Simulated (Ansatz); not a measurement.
The cluster Cu3O4⁻. Charge -1, multiplicity 1. Geometry B3LYP-D4/def2-SVPD.

```xyz
7

Cu    0.412    1.112    1.286
Cu   -0.840   -0.972    0.683
Cu    0.694    0.572   -1.144
O    -0.103   -0.904   -1.917
O    -0.628   -0.048    2.210
O    -0.842   -1.649   -1.035
O     1.307    1.889   -0.084
```

The structure holds 1 bond(s) between oxygen atoms. At PBE-D4/def2-TZVPD the restricted singlet is unstable: a solution with broken spin symmetry lies lower. The restricted singlet is unstable towards broken spin symmetry at other levels; at r2SCAN-D4/def2-TZVPD, B97M-V/def2-TZVPD, PBE0-D4/def2-TZVPD, CAM-B3LYP-D4/def2-TZVPD this wasn't settled. No other spin state of charge -1 was run. The geometry of the singlet was relaxed on an unsound state (restricted singlet, unstable towards broken spin symmetry at other levels and untested here). The structure comes from a short search, and lower isomers may exist.

Problem. Estimate the orbital energies around the gap (eV) in Ansatz with PBE-D4/def2-TZVPD, r2SCAN-D4/def2-TZVPD, B97M-V/def2-TZVPD, PBE0-D4/def2-TZVPD, CAM-B3LYP-D4/def2-TZVPD.

Solution. 
```json
{"orbital": "HOMO−5", "PBE-D4/def2-TZVPD": "-2.09", "r2SCAN-D4/def2-TZVPD": "-2.28", "B97M-V/def2-TZVPD": "-2.40", "PBE0-D4/def2-TZVPD": "-3.75", "CAM-B3LYP-D4/def2-TZVPD": "-5.26"}
{"orbital": "HOMO−4", "PBE-D4/def2-TZVPD": "-1.61", "r2SCAN-D4/def2-TZVPD": "-1.71", "B97M-V/def2-TZVPD": "-1.76", "PBE0-D4/def2-TZVPD": "-2.64", "CAM-B3LYP-D4/def2-TZVPD": "-4.20"}
{"orbital": "HOMO−3", "PBE-D4/def2-TZVPD": "-1.29", "r2SCAN-D4/def2-TZVPD": "-1.38", "B97M-V/def2-TZVPD": "-1.44", "PBE0-D4/def2-TZVPD": "-2.63", "CAM-B3LYP-D4/def2-TZVPD": "-3.88"}
{"orbital": "HOMO−2", "PBE-D4/def2-TZVPD": "-1.13", "r2SCAN-D4/def2-TZVPD": "-1.28", "B97M-V/def2-TZVPD": "-1.43", "PBE0-D4/def2-TZVPD": "-2.35", "CAM-B3LYP-D4/def2-TZVPD": "-3.86"}
{"orbital": "HOMO−1", "PBE-D4/def2-TZVPD": "-1.06", "r2SCAN-D4/def2-TZVPD": "-1.15", "B97M-V/def2-TZVPD": "-1.21", "PBE0-D4/def2-TZVPD": "-2.16", "CAM-B3LYP-D4/def2-TZVPD": "-3.61"}
{"orbital": "HOMO", "PBE-D4/def2-TZVPD": "-0.71", "r2SCAN-D4/def2-TZVPD": "-0.82", "B97M-V/def2-TZVPD": "-0.93", "PBE0-D4/def2-TZVPD": "-2.08", "CAM-B3LYP-D4/def2-TZVPD": "-3.27"}
{"orbital": "LUMO", "PBE-D4/def2-TZVPD": "-0.48", "r2SCAN-D4/def2-TZVPD": "-0.55", "B97M-V/def2-TZVPD": "-0.62", "PBE0-D4/def2-TZVPD": "-0.23", "CAM-B3LYP-D4/def2-TZVPD": "0.36"}
{"orbital": "LUMO+1", "PBE-D4/def2-TZVPD": "2.18", "r2SCAN-D4/def2-TZVPD": "2.49", "B97M-V/def2-TZVPD": "2.15", "PBE0-D4/def2-TZVPD": "2.93", "CAM-B3LYP-D4/def2-TZVPD": "3.53"}
{"orbital": "LUMO+2", "PBE-D4/def2-TZVPD": "2.38", "r2SCAN-D4/def2-TZVPD": "2.72", "B97M-V/def2-TZVPD": "2.40", "PBE0-D4/def2-TZVPD": "3.08", "CAM-B3LYP-D4/def2-TZVPD": "3.59"}
{"orbital": "LUMO+3", "PBE-D4/def2-TZVPD": "2.98", "r2SCAN-D4/def2-TZVPD": "3.29", "B97M-V/def2-TZVPD": "2.93", "PBE0-D4/def2-TZVPD": "3.56", "CAM-B3LYP-D4/def2-TZVPD": "3.95"}
{"orbital": "LUMO+4", "PBE-D4/def2-TZVPD": "3.04", "r2SCAN-D4/def2-TZVPD": "3.43", "B97M-V/def2-TZVPD": "3.02", "PBE0-D4/def2-TZVPD": "3.62", "CAM-B3LYP-D4/def2-TZVPD": "4.18"}
{"orbital": "LUMO+5", "PBE-D4/def2-TZVPD": "3.47", "r2SCAN-D4/def2-TZVPD": "3.74", "B97M-V/def2-TZVPD": "3.53", "PBE0-D4/def2-TZVPD": "4.24", "CAM-B3LYP-D4/def2-TZVPD": "4.80"}
```
